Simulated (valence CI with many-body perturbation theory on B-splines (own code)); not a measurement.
## Hg31+: calculated level list

Calculated by valence CI with perturbative core correlation (CI+MBPT): three valence electrons over a frozen Dirac-Fock core [Kr] 4d10, a basis of 7 s, 7 p, 7 d, 7 f, 4 g, 2 h functions for each j, with the one-electron correlation potential Σ1 (screened to all orders), the two-electron term Σ2, the three-electron term Σ3, Breit, model QED; selected single and double excitations, second order for the rest, scaled by the run's own slope (own B-spline code, finite nucleus).

No measured spectrum was set against this ion. As an estimate, large intervals hold to a few tenths of a per cent, small ones and those within an open d or f shell to about a per cent. Excitations out of the core, of the other parity, are not computed and may begin above about 189 eV (a cautious bound); beyond it only levels of the ground parity were kept, without lifetimes.

Levels 46 to 90 of 110, with energies above the lowest level, (4f5/2^3) J=9/2. "Leading %" is the weight of the configuration and term that name the level; weights of strongly mixed levels are sums over their largest components and can fall short. In the jj column 3d3/2^4 stands for four electrons in 3d with j = 3/2.

```
No.  Configuration  Term     J  E (cm⁻¹)  Leading %                 Leading jj      g
 46         4f2.5p   4I°  11/2   2053700         52  4f5/2 4f7/2 5p1/2 (100 %)  0.999
 47         4f2.5p   4H°   9/2   2055100         35  4f5/2 4f7/2 5p1/2 (100 %)  1.048
 48         4f2.5p   4G°   7/2   2065400         35   4f5/2 4f7/2 5p1/2 (99 %)  1.041
 49         4f2.5p   4F°   5/2   2069100         37   4f5/2 4f7/2 5p1/2 (99 %)  1.138
 50         4f2.5p   2H°   9/2   2070000         35   4f5/2 4f7/2 5p1/2 (99 %)  1.039
 51         4f2.5p   2F°   7/2   2074900         36   4f5/2 4f7/2 5p1/2 (99 %)  1.103
 52         4f2.5p   2I°  13/2   2089400         39   4f5/2 4f7/2 5p1/2 (60 %)  1.095
 53         4f2.5p   4G°  11/2   2089500         48   4f5/2 4f7/2 5p1/2 (50 %)  1.170
 54         4f2.5p   4D°   1/2   2096600         49       4f5/2^2 5p1/2 (88 %)  0.677
 55         4f2.5p   2D°   3/2   2104000         30   4f5/2 4f7/2 5p1/2 (86 %)  1.227
 56         4f2.5p   2F°   5/2   2107200         37   4f5/2 4f7/2 5p1/2 (88 %)  1.057
 57         4f2.5p   4P°   1/2   2118900         45   4f5/2 4f7/2 5p1/2 (99 %)  1.717
 58         4f2.5p   2F°   7/2   2120000         33      4f7/2^2 5p1/2 (100 %)  1.188
 59         4f2.5p   2G°   9/2   2124000         34      4f7/2^2 5p1/2 (100 %)  1.079
 60         4f2.5p   4D°   3/2   2126900         51   4f5/2 4f7/2 5p1/2 (98 %)  1.264
 61         4f2.5p   2H°  11/2   2134200         49       4f7/2^2 5p1/2 (50 %)  1.038
 62         4f2.5p   2K°  13/2   2136200         52       4f7/2^2 5p1/2 (60 %)  1.012
 63         4f2.5p   2P°   3/2   2161600         28       4f7/2^2 5p1/2 (94 %)  1.424
 64         4f2.5p   2D°   5/2   2163500         32       4f7/2^2 5p1/2 (94 %)  1.141
 65         4f2.5p   2P°   1/2   2243500         89       4f7/2^2 5p1/2 (88 %)  0.662
 66         4f2.5p   4H°   7/2   2347500         39       4f5/2^2 5p3/2 (98 %)  0.846
 67         4f2.5p   2H°   9/2   2348600         33       4f5/2^2 5p3/2 (96 %)  0.908
 68         4f2.5p   4I°  11/2   2362400         35       4f5/2^2 5p3/2 (94 %)  0.996
 69         4f2.5p   4G°   5/2   2362800         78       4f5/2^2 5p3/2 (98 %)  0.644
 70         4f2.5p   4D°   1/2   2373900         78       4f5/2^2 5p3/2 (92 %)  0.153
 71         4f2.5p   4F°   3/2   2374400         36       4f5/2^2 5p3/2 (91 %)  0.837
 72         4f2.5p   4G°   7/2   2384600         32       4f5/2^2 5p3/2 (90 %)  0.996
 73         4f2.5p   4F°   5/2   2385600         42       4f5/2^2 5p3/2 (83 %)  0.984
 74         4f2.5p   4G°   9/2   2393600         39  4f5/2 4f7/2 5p3/2 (100 %)  1.038
 75         4f2.5p   4H°  11/2   2395500         43   4f5/2 4f7/2 5p3/2 (95 %)  1.057
 76         4f2.5p   4I°  13/2   2402600         70   4f5/2 4f7/2 5p3/2 (96 %)  1.117
 77         4f2.5p   4G°   7/2   2407700         43   4f5/2 4f7/2 5p3/2 (99 %)  1.017
 78         4f2.5p   4G°  11/2   2410500         45   4f5/2 4f7/2 5p3/2 (90 %)  1.139
 79         4f2.5p   2F°   7/2   2413000         36   4f5/2 4f7/2 5p3/2 (96 %)  1.084
 80         4f2.5p   4D°   3/2   2413000         52   4f5/2 4f7/2 5p3/2 (98 %)  0.985
 81         4f2.5p   2G°   9/2   2415300         35   4f5/2 4f7/2 5p3/2 (97 %)  1.144
 82         4f2.5p   2F°   5/2   2416000         39   4f5/2 4f7/2 5p3/2 (98 %)  1.074
 83         4f2.5p   4G°   9/2   2419200         52   4f5/2 4f7/2 5p3/2 (97 %)  1.119
 84         4f2.5p   2F°   5/2   2421700         46   4f5/2 4f7/2 5p3/2 (94 %)  0.972
 85         4f2.5p   2G°   7/2   2426900         37   4f5/2 4f7/2 5p3/2 (97 %)  1.042
 86         4f2.5p   2I°  13/2   2431900         53   4f5/2 4f7/2 5p3/2 (64 %)  1.123
 87         4f2.5p   2H°  11/2   2434400         46   4f5/2 4f7/2 5p3/2 (67 %)  1.131
 88         4f2.5p   4I°  15/2   2435400         89       4f7/2^2 5p3/2 (55 %)  1.182
 89         4f2.5p   2P°   1/2   2442700         33   4f5/2 4f7/2 5p3/2 (91 %)  1.402
 90         4f2.5p   4S°   3/2   2443100         35       4f5/2^2 5p3/2 (47 %)  1.545
```

Where two levels of one J and parity lie close, their mixing, g and order are uncertain.
